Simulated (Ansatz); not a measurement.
Ansatz (an electronic-structure program) input (PBE0/3-21G): A basis named .json is the Basis Set Exchange file of that set (core-valence sets with the plain set on hydrogen).

Ansatz 0.2 input:
```yaml
crystal:
  periodic: [false, false, false]
  atoms:
    - {symbol: Si, position_ang: [0.01682677, 0.02100607, 1.18504847]}
    - {symbol: Br, position_ang: [0.95298677, -1.49153430, -0.22422480]}
    - {symbol: Br, position_ang: [-0.95971748, 1.48313187, -0.24979458]}
basis:
  gaussian:
    orbitals: 3-21G.json
hamiltonian:
  xc: {name: PBE0}
output: {forces: true}
magnetization: {spin_polarized: false}
```

Output:

```
Functional definition: PBE0
integrals: 0.01 GiB planned
529 factors; integrals over basis functions are off by at most 2.6e-4 eV
mean field: 0.23 GiB planned
mean field evaluation 1: about -147235.5316 eV, gradient 1.2e1 eV
mean field evaluation 2: about -147234.7623 eV, gradient 1.9e1 eV
mean field evaluation 4: about -147236.1699 eV, gradient 1.2e-1 eV
mean field evaluation 8: about -147236.1725 eV, gradient 3.1e-4 eV
mean field -147236.17248345 eV, -5410.8295385047 hartree, gradient 1.0e-5 eV, S^2 0.000000; 0 other end points of the search recorded, 0 dependent functions left out
the calculation of the forces begins
reference -147236.17249942 eV, -5410.8295390914 hartree; 42, 42 occupied and 17, 17 virtual orbitals, 529 factors
Total energy: -147236.17249942 eV, -5410.8295390914 hartree
Atom 0 at     0.016827     0.021006     1.185048 Å, force     0.022416     0.027984     1.578705 eV/Å
Atom 1 at     0.952987    -1.491534    -0.224225 Å, force     0.616566    -0.990316    -0.780960 eV/Å
Atom 2 at    -0.959717     1.483132    -0.249795 Å, force    -0.638983     0.962332    -0.797745 eV/Å
Dipole moment:     0.003208     0.004005     0.225925 e Å
```
